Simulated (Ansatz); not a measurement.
H7N2OSi2, SMILES `N[SiH]O[SiH2]N` radical, relaxed with UKS PBE0-D4/def2-TZVP in Ansatz from a GFN2-xTB geometry. The force threshold is 0.005 eV/Å; the program also tests the step.

The species carries charge 0 and has multiplicity 2.

Start:

```xyz
12

N    -0.431    2.002    0.339
Si    0.821    1.607   -0.770
O     0.807   -0.009   -0.971
Si    0.430   -1.441   -0.327
N    -1.134   -1.298    0.391
H    -0.661    1.321    1.052
H    -0.549    2.943    0.673
H     2.200    1.907   -0.373
H     0.568   -2.346   -1.468
H     1.327   -1.755    0.786
H    -1.538   -2.122    0.807
H    -1.840   -0.809   -0.139
```

By how much does the energy fall, and how many steps does the optimiser take? (An estimate is asked.)

The calculation gave: 19.88 kJ/mol, in 24 steps.

Which bonds change most? (Estimate.)

Computed: Si2–H8 from 1.466 to 1.499 Å; O3–Si4 from 1.615 to 1.637 Å; Si4–H10 from 1.463 to 1.484 Å; Si4–H9 from 1.463 to 1.483 Å.

Give the relaxed structure. (Estimate.)

Computed: 
```xyz
12

N    -0.144    1.845    0.651
Si    0.783    1.607   -0.782
O     0.981   -0.011   -0.993
Si    0.412   -1.406   -0.353
N    -1.219   -1.262    0.167
H    -1.007    1.327    0.736
H    -0.228    2.773    1.037
H     2.116    2.252   -0.551
H     0.546   -2.417   -1.430
H     1.203   -1.774    0.846
H    -1.455   -1.470    1.124
H    -1.987   -1.463   -0.452
```
